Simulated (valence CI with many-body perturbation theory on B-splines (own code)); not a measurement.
Energy levels of Pd³³⁺

Computed by valence CI with perturbative core correlation (CI+MBPT): three valence electrons over a frozen Dirac-Fock core [Ne], radial functions for each j: 11 s, 11 p, 10 d, 8 f, 5 g, 2 h, with the one-electron correlation potential Σ1, the two-electron term Σ2, the three-electron term Σ3, Breit, model QED; selected CI, second order for the rest, scaled by the run's own slope (own B-spline code, finite nucleus).

No measured spectrum was set against this ion. As an estimate, large intervals hold to a few tenths of a per cent, small ones and those within an open d or f shell to about a per cent.

Levels 136 to 154 of 154, with energies above the lowest level, 3s²3p ²P°_1/2. "Leading %" is the weight of the configuration and term that name the level; weights of strongly mixed levels are sums over their largest components and can fall short.

```
No.  Configuration  Term     J  E (eV)  Leading %  Second component      g
136            3d³    ²G   7/2  653.35         81       16 % 3d³ ⁴F  0.947
137            3d³    ²H   9/2  653.37         57       37 % 3d³ ⁴F  1.073
138            3d³    ⁴P   5/2  656.04         90        8 % 3d³ ²D  1.553
139            3d³    ²H  11/2  658.54        100                    1.087
140            3d³    ²D   3/2  658.70         49       37 % 3d³ ⁴P  1.154
141            3d³    ²P   1/2  660.56         76       23 % 3d³ ⁴P  1.123
142            3d³    ²G   9/2  663.10         60       27 % 3d³ ²H  1.079
143            3d³    ²D   5/2  663.23         91        4 % 3d³ ⁴P  1.204
144            3d³    ²F   5/2  666.92         86       10 % 3d³ ²D  0.906
145            3d³    ²F   7/2  667.13         95        4 % 3d³ ²G  1.129
146            3d³    ²P   3/2  668.75         60       28 % 3d³ ²D  1.202
147            3d³    ²D   3/2  682.71         98                    0.802
148            3d³    ²D   5/2  683.43         85       11 % 3d³ ²F  1.171
149          3s²4s    ²S   1/2  906.46         98                    1.999
150          3s²4p   ²P°   1/2  942.98         97                    0.665
151          3s²4p   ²P°   3/2  957.81         94                    1.335
152         3s3p4s   ⁴P°   1/2  976.39         90    8 % 3s3p4s ²P°  2.482
153         3s3p4s   ⁴P°   3/2  982.46         75   21 % 3s3p4s ²P°  1.634
154         3s3p4s   ²P°   1/2  987.82         93    5 % 3s3p4s ⁴P°  0.762
```

Names give the largest LS component (configuration and term), which can be under half, so a name can repeat, a term be missing and a line seem to break the LS rules; names also repeat where a configuration has a term twice.
